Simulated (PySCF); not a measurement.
B(F)(SeH)2 (BFH2Se2), SMILES FB([SeH])[SeH].

Coordinates come from a B3LYP-D3(BJ)/def2-SVP optimisation. The structure was generated by enumeration, and PubChem lists no compound with its InChIKey, so it may never have been made. The values are those of a single conformer.

Level of theory: B3LYP/def2-TZVP in PySCF.

Symmetry labels are those of the subgroup Cs that the program uses (full group Cs).

Computed valence orbital energies around the gap with their symmetry:
```csv
orbital,symmetry,energy (eV)
HOMO−7,A',-13.33
HOMO−6,A",-13.10
HOMO−5,A',-12.16
HOMO−4,A',-11.08
HOMO−3,A',-9.81
HOMO−2,A',-8.63
HOMO−1,A",-7.99
HOMO,A",-7.00
LUMO,A",-0.85
LUMO+1,A',-0.71
LUMO+2,A',-0.05
LUMO+3,A',0.46
```
